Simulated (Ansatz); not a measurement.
The cluster B11. Charge 0, multiplicity 2. Geometry r2SCAN-D4/def2-SVP.

```xyz
11

B     0.206    1.471    0.025
B     1.850   -1.439   -2.638
B    -0.108   -1.125   -0.106
B    -1.574    1.087    2.190
B     0.904   -1.114   -1.398
B     1.076    0.805   -1.181
B    -0.701    0.232    0.969
B    -1.759   -0.481    2.128
B    -0.678    1.955    1.220
B     1.880    0.066   -2.296
B    -1.096   -1.457    1.087
```

At r2SCAN-D4/def2-TZVP, PBE0-D4/def2-TZVP the charge 0 doublet is spin-contaminated (final ⟨S²⟩ up to 1.22, 0.75 for a pure state). Another isomer (doublet) lies 0.90 eV lower at PBE0-D4/def2-TZVP; other spin states weren't run for this one.

Question: Estimate the α-spin orbital energies around the gap (eV) in Ansatz with PBE-D4/def2-TZVP, r2SCAN-D4/def2-TZVP, PBE0-D4/def2-TZVP.

Answer: 
| orbital | PBE-D4/def2-TZVP | r2SCAN-D4/def2-TZVP | PBE0-D4/def2-TZVP |
| --- | --- | --- | --- |
| HOMO−9 | -9.35 | -9.72 | -10.79 |
| HOMO−8 | -9.00 | -9.39 | -10.40 |
| HOMO−7 | -9.00 | -9.28 | -10.05 |
| HOMO−6 | -8.36 | -8.68 | -9.74 |
| HOMO−5 | -7.46 | -7.70 | -8.57 |
| HOMO−4 | -7.42 | -7.57 | -8.40 |
| HOMO−3 | -7.26 | -7.48 | -8.19 |
| HOMO−2 | -6.73 | -6.92 | -7.73 |
| HOMO−1 | -6.30 | -6.54 | -7.05 |
| HOMO | -5.99 | -6.11 | -6.89 |
| LUMO | -5.05 | -4.97 | -4.33 |
| LUMO+1 | -4.32 | -3.62 | -3.02 |
| LUMO+2 | -3.72 | -3.26 | -2.97 |
| LUMO+3 | -2.49 | -2.33 | -1.65 |
| LUMO+4 | -2.34 | -1.99 | -1.32 |
| LUMO+5 | -1.92 | -1.67 | -1.08 |
| β HOMO | -6.14 | -6.54 | -7.26 |
| β LUMO | -5.59 | -5.32 | -4.69 |
